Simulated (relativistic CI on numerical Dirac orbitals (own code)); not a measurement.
# Zn VI: calculation against measurement

Calculated at this level of theory: Dirac-Coulomb-Breit CI, separate exchange-only KLI orbitals for each configuration, a model potential for QED, valence Slater integrals scaled by 0.85, P86 correlation energy added to each configuration (own radial code, finite nucleus).

Configurations in the expansion (outside the closed core [Ne]): 3s2 3p6 3d7, 3s2 3p6 3d6 4s, 3s2 3p6 3d6 4p, 3s2 3p5 3d8, 3s2 3p6 3d6 4d, 3s2 3p6 3d6 5s, 3s2 3p4 3d9, 3s2 3p6 3d6 5p, 3s2 3p6 3d6 4f, 3s 3p6 3d8, 3s2 3p6 3d5 4s2, 3s2 3p6 3d6 5d, 3s2 3p6 3d6 6s, 3s2 3p6 3d6 6p, 3s2 3p6 3d6 5f, 3s2 3p6 3d6 5g, 3s2 3p6 3d5 4s 4p, 3s2 3p6 3d6 6d, 3s2 3p6 3d5 4p2, 3s2 3p6 3d5 4s 4d, 3s2 3p5 3d7 4s, 3p6 3d9, 3s2 3p6 3d5 4p 4d. Levels of other configurations are missing.

| Configuration | Term (tabulated) | J | Measured (cm⁻¹) | Computed | Error | Purity (%) |
| --- | --- | --- | --- | --- | --- | --- |
| 3s2 3p6 3d7 | 4F | 9/2 | 0.0 | 0 | 0 | 99 |
| 3s2 3p6 3d7 | 4F | 7/2 | 2132.0 | 2097 | -35 | 100 |
| 3s2 3p6 3d7 | 4F | 5/2 | 3618.0 | 3544 | -74 | 99 |
| 3s2 3p6 3d7 | 4F | 3/2 | 4613.0 | 4504 | -109 | 99 |
| 3s2 3p6 3d7 | 4P † | 5/2 | 23455.0 | 21650 | -1805 | 98 |
| 3s2 3p6 3d7 | 4P † | 3/2 | 23641.0 | 21686 | -1955 | 81 |
| 3s2 3p6 3d7 | 4P | 1/2 | 24875.0 | 23006 | -1869 | 93 |
| 3s2 3p6 3d7 | 2G | 9/2 | 25266.0 | 23471 | -1795 | 96 |
| 3s2 3p6 3d7 | 2G | 7/2 | 27286.0 | 25427 | -1859 | 99 |
| 3s2 3p6 3d7 | 2P | 3/2 | 30381.0 | 27403 | -2978 | 66 |
| 3s2 3p6 3d7 | 2P | 1/2 | 32157.0 | 29167 | -2990 | 92 |
| 3s2 3p6 3d7 | 2H | 11/2 | 34066.0 | 32524 | -1542 | 100 |
| 3s2 3p6 3d7 | 2D2 | 5/2 | 34770.0 | 30792 | -3978 | 98 |
| 3s2 3p6 3d7 | 2H | 9/2 | 35975.0 | 34384 | -1591 | 96 |
| 3s2 3p6 3d7 | 2D2 | 3/2 | 37908.0 | 34119 | -3789 | 81 |
| 3s2 3p6 3d7 | 2F | 5/2 | 55347.0 | 51676 | -3671 | 99 |
| 3s2 3p6 3d7 | 2F | 7/2 | 56137.0 | 52460 | -3677 | 99 |
| 3s2 3p6 3d7 | 2D1 | 3/2 | 85958.0 | 77857 | -8101 | 99 |
| 3s2 3p6 3d7 | 2D1 | 5/2 | 87036.0 | 79061 | -7975 | 99 |
| 3s2 3p6 3d6 4p | 6P° | 7/2 | 380938.0 | 383651 | 2713 | 72 |
| 3s2 3p6 3d6 4p | 6P° | 5/2 | 383438.0 | 386062 | 2624 | 79 |
| 3s2 3p6 3d6 4p | 4D° | 7/2 | 383826.0 | 386615 | 2789 | 79 |
| 3s2 3p6 3d6 4p | 4F° | 9/2 | 384680.0 | 387562 | 2882 | 91 |
| 3s2 3p6 3d6 4p | 4D° | 5/2 | 384920.0 | 387698 | 2778 | 78 |
| 3s2 3p6 3d6 4p | 6P° | 3/2 | 385129.0 | 387691 | 2562 | 86 |
| 3s2 3p6 3d6 4p | 4D° | 3/2 | 385660.0 | 388440 | 2780 | 83 |
| 3s2 3p6 3d6 4p | 4D° | 1/2 | 385984.0 | 388872 | 2888 | 94 |
| 3s2 3p6 3d6 4p | 4F° | 7/2 | 386658.0 | 389484 | 2826 | 93 |
| 3s2 3p6 3d6 4p | 4F° | 5/2 | 387971.0 | 390759 | 2788 | 96 |
| 3s2 3p6 3d6 4p | 4F° | 3/2 | 388854.0 | 391613 | 2759 | 98 |
| 3s2 3p6 3d6 4p | 4P° | 5/2 | 390511.0 | 392888 | 2377 | 98 |
| 3s2 3p6 3d6 4p | 4P° | 3/2 | 391820.0 | 394162 | 2342 | 98 |
| 3s2 3p6 3d6 4p | 4P° | 1/2 | 392460.0 | 394807 | 2347 | 98 |
| 3s2 3p6 3d6 4p | 4G° | 11/2 | 406972.0 | 407267 | 295 | 90 |
| 3s2 3p6 3d6 4p | 4G° | 7/2 | 408185.0 | 409230 | 1045 | 85 |
| 3s2 3p6 3d6 4p | 4D° | 7/2 | 411723.0 | 415658 | 3935 | 91 |
| 3s2 3p6 3d6 4p | 4D° | 1/2 | 413629.0 | 417707 | 4078 | 88 |
| 3s2 3p6 3d6 4p | 4G° | 9/2 | 415669.0 | 417457 | 1788 | 60 |
| 3s2 3p6 3d6 4p | 4G° | 11/2 | 416251.0 | 417993 | 1742 | 88 |

Measured levels from Sugar and Musgrove, J. Phys. Chem. Ref. Data 24, 1803 (1995); pairs were made by configuration, J and term (by order where the table uses no LS term), so strongly mixed levels may be paired wrongly. Some J values or terms of the table were assigned by a fit.

Mean error by configuration (cm⁻¹): 3s2 3p6 3d7 -2877; 3s2 3p6 3d6 4p 2517. Over the excited levels the mean absolute error is 2677 cm⁻¹ (38 of the 48 excited levels that our extract of the source holds in range could be paired, and the others can miss by more), and the median relative error of those above 1,000 cm⁻¹ is 0.85 %. † marks terms whose computed intervals miss the measured ones by more than a factor of 2.5, or configurations far off the rest, from wrong mixing, a near crossing or a doubtful label or measurement; they are left out of the means.
